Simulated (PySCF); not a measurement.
CH₄ClFOSi₂, SMILES O=C([SiH3])[Si@@H](F)Cl. Heavy atoms are numbered as in [O:1]=[C:2]([SiH3:3])[Si@@H:4]([F:5])[Cl:6]. Hydrogens are named by the atom that carries them.

Geometry optimised at TPSSh-D3(BJ)/def2-SVP. The structure was generated by enumeration; whether it is a known compound was not checked. Other conformers were not sampled.

These are PBE/def2-TZVP (PySCF) values and carry that method's errors.

ESP charges are fitted to the potential on shells at 1.4 to 2.0 van der Waals radii. Atomic charges (e), one atom of each kind:

```
atom        ESP fit    IAO  Löwdin
----------  -------  -----  ------
O1            -0.35  -0.32    0.17
C2             0.33  -0.13   -0.52
Si3 (SiH3)     0.08   0.48    0.26
Si4 (SiH)      0.28   1.13   -0.11
F5            -0.19  -0.50    0.02
Cl6           -0.11  -0.29    0.26
H on Si3       0.00  -0.08   -0.02
H on Si4       0.00  -0.11   -0.03
```

Computed Mayer and Wiberg (Löwdin basis) orders of the bonds:
```tsv
bond	Mayer	Wiberg
O1–C2	1.96	2.71
C2–Si3	0.89	1.09
C2–Si4	0.91	1.05
Si4–F5	1.15	1.74
Si4–Cl6	1.18	1.84
```
